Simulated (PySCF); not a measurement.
**TiSI₂, singlet: data card**

Method: B3LYP in PySCF with Ti def2-SVP, S def2-SVP, I def2-SVP with ECP28; scalar-relativistic core potentials, no spin–orbit coupling; density-fitted integrals.

The structure is a minimum.

```xyz
4
charge 0 multiplicity 1, angstrom
Ti   -0.0318   -0.7241    0.0000
S     0.7508   -2.6080    0.0000
I    -0.0891    0.4584   -2.2985
I    -0.0891    0.4584    2.2985
```

```
Point group                                                                   : Cs
Bond lengths                                                                  : Ti–I 2.585 Å (×2), Ti–S 2.040 Å
Bond angles                                                                   : I–Ti–I 125.5°, I–Ti–S 115.5° (×2)
Highest occupied level                                                        : -7.19 eV
Atomisation energy without zero-point energy                                  : 1058 kJ/mol
Dipole moment                                                                 : 1.27 D
Zero-point energy                                                             : 8.3 kJ/mol
Rotational constants                                                          : 0.05334, 0.01255, 0.01019 cm⁻¹
Heat capacity Cp at 298.15 K                                                  : 76.3 J/(mol K)
Principal polarisabilities                                                    : 56.3, 115.8, 147.1 bohr³
Entropy at 298.15 K and 1 bar                                                 : 384.2 J/(mol K)
Rotational symmetry number                                                    : 1
Principal quadrupole moments (Buckingham, traceless) about the centre of mass : -5.55, -2.85, 8.40 D Å
Enthalpy at 298.15 K above 0 K                                                : 19.00 kJ/mol
Lowest empty level                                                            : -4.17 eV
```

Harmonic modes (masses in u: Ti 47.948, S 31.972, I 126.904):
| symmetry | ω (cm⁻¹) | IR (km/mol) | type |
| --- | --- | --- | --- |
| a' | 41 | 15.2 | bend |
| a' | 65 | 5.3 | bend |
| a'' | 101 | 0.6 | bend |
| a' | 201 | 7.7 | mixed |
| a'' | 347 | 95.5 | mixed |
| a' | 629 | 91.7 | stretch |

Charges (e):
```csv
atom,Mulliken,Löwdin,polar tensor,Mayer order to Ti1
Ti1,0.45,-0.13,1.51,–
S2,-0.17,0.13,-0.51,2.47
"I3,4",-0.14,0.00,-0.50,1.34
```

Mulliken populations on Ti1: s 6.35, p 12.66, d 2.51, f 0.02.

Formally Ti is in oxidation state +4, d0. The polar-tensor charge on Ti, 1.51, is far below the formal one.

Only a few start shapes were tried, so a lower isomer may exist.

The final relaxation and frequency run took 2.7 min on 2 threads of a shared Arm Neoverse N1 host, with 101 basis functions and 18 gradients; the process peaked at 1.1 GiB. Launch command: `OMP_NUM_THREADS=2 python axn.py task.json out`.
